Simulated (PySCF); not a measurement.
A structure optimised at B3LYP-D3(BJ)/def2-SVP, used in a PySCF frequency run:

```xyz
10

B     -0.1109     0.1794     0.0000
Cl     1.6221    -0.1390     0.0000
Cl    -0.6360     1.8650     0.0000
C     -1.1715    -0.9708     0.0000
C     -0.6588    -2.4125     0.0000
H     -1.8325    -0.7859    -0.8692
H     -1.8325    -0.7859     0.8692
H     -0.0361    -2.6160     0.8850
H     -0.0361    -2.6160    -0.8850
H     -1.4898    -3.1347     0.0000
```

### Question
Write its SMILES, formula and point group.

### Answer
CCB(Cl)Cl, C₂H₅BCl₂, Cs

### Question
What are its rotational constants (standard atomic weights)?

### Answer
3.6100, 2.1654, 1.3764 GHz
